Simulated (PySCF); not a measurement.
The numbers are results of PySCF 2.14.0 with PBE-D3(BJ)/def2-TZVP // TPSSh-D3(BJ)/def2-TZVP, not measurements. Gas-phase values, no solvent. One relaxed conformer stands for a flexible species; it need not be the lowest. Excitations are Tamm–Dancoff values on a coarser integration grid. The basis has no diffuse functions, so Rydberg states are missing or too high.

Reference species (SMILES): `N[Si](N)(Cl)Cl` (neutral, multiplicity 1).

The HOMO is -6.53 eV. The S1–T1 gap (TDA) is 0.27 eV and the HOMO–LUMO gap comes out as 6.27 eV. The T1 excitation (TDA) is 6.12 eV.

Changed species: `N[Si](N)(N)Cl` (3 of 4 Cl replaced by NH2; the reference has 2 of 4 Cl replaced by NH2).

Problem. Predict the effect on the HOMO, S1–T1 gap (TDA), HOMO–LUMO gap and T1 excitation (TDA).

Solution. the HOMO increases by 0.86 eV, to -5.67 eV; the S1–T1 gap (TDA) decreases by 0.04 eV, to 0.23 eV; the HOMO–LUMO gap drops by 0.66 eV, to 5.61 eV; the T1 excitation (TDA) falls by 0.64 eV, to 5.48 eV.
